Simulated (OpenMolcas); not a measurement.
## S I: Slater's ratio, the spin-orbit constant, thermal populations, worked from levels

| Quantity | Value |
| --- | --- |
| Program | OpenMolcas |
| Basis | ANO-RCC-VQZP [6s5p3d2f1g] |
| Scalar Hamiltonian | DKH2, point nucleus |
| Active space | 4 electrons in 3 orbitals (3p) |
| State averaging | 2S+1 = 3 even, 3 roots; 2S+1 = 1 even, 6 roots |
| Spin-orbit coupling | RASSI with atomic mean-field integrals over the reference wave functions, term energies averaged over their components |

Methods: CASSCF; SS-CASPT2, IPEA 0.25 Eh, imaginary shift 0.1 Eh (closed shells correlated: 2s 2p 3s). Measured levels: NIST Handbook of Basic Atomic Spectroscopic Data.

**Slater's ratio.** With one set of orbitals, p4 has ¹D - ³P = 6 F2 and ¹S - ¹D = 9 F2 (F2 = F²/25), a ratio of 3/2. Term energies are centres of gravity, weighted by 2J + 1.

| Source | ¹D - ³P | ¹S - ³P | F2 from the first | Ratio |
| --- | --- | --- | --- | --- |
| CASSCF | 11545 | 28695 | 1924 | 1.485 |
| SS-CASPT2 | 9044 | 22858 | 1507 | 1.527 |
| measured | 9043 | 21984 | 1507 | 1.431 |

Energies in cm-1. A ratio away from 3/2 shows effects beyond one configuration with one set of orbitals, and in heavier atoms second-order spin-orbit shifts.

**The spin-orbit constant.** For the Hund term ³P of p4, E(J) = (A/2) J(J+1) + constant and ζ = -2S·A = -2A. From J = 0 to J = 2 the energy changes by 3 A.

```tsv
Source	E(2) - E(0)	A	ζ
CASSCF	-544.7	-181.6	363
SS-CASPT2	-543.8	-181.3	363
measured	-573.6	-191.2	382
```

All in cm-1. SS-CASPT2 is off by -5.2 % and CASSCF by -5.0 %. Both methods take the spin-orbit matrix elements from the reference wave functions, so the second can move ζ only through the term energies and any multistate remixing. Second-order mixing with other terms is absorbed into this ζ.

**Thermal populations.** Z = Σ (2J + 1) exp(-E/kT) with k = 0.695035 cm-1/K, over the levels below. No other level of either list lies under 52600 cm-1, which is above 7 kT at each temperature.

```csv
Level,2J + 1,SS-CASPT2,measured
3s² 3p⁴ ³P₂,5,0.0,0.0
3s² 3p⁴ ³P₁,3,373,396
3s² 3p⁴ ³P₀,1,544,574
3s² 3p⁴ ¹D₂,5,9230,9239
3s² 3p⁴ ¹S₀,1,23040,22180
```

```json
{"T (K)": "3000", "Z, SS-CASPT2": "8.339", "Z, measured levels": "8.300", "Ground level (%), SS-CASPT2": "60.0", "Ground level (%), measured levels": "60.2"}
{"T (K)": "5000", "Z, SS-CASPT2": "8.902", "Z, measured levels": "8.877", "Ground level (%), SS-CASPT2": "56.2", "Ground level (%), measured levels": "56.3"}
{"T (K)": "8000", "Z, SS-CASPT2": "9.679", "Z, measured levels": "9.663", "Ground level (%), SS-CASPT2": "51.7", "Ground level (%), measured levels": "51.7"}
```

At 8000 K, kT = 5560 cm-1, and the computed levels give Z = 5.000 + 2.805 + 0.907 + 0.951 + 0.016 = 9.679.

Term energies are means over components that CASPT2 splits; among the terms shown or strongly mixed into the levels shown the widest spread is 170 cm-1 (3s² 3p⁴ ¹D, SS-CASPT2). With the s shell closed, the reference lacks s² → p² mixing. Without dynamic correlation excited terms often stand tens of per cent too high (terms of higher spin than the ground term too low), and those without a measured partner can miss by more than the paired ones (holds for CASSCF). Computed and measured levels are paired by configuration, term and J; levels that our copy of the source lacks, or whose pairing is in doubt (as where it misses far off the trend of its configuration), stay unpaired and out of the deviations. Only configurations of the active space appear.
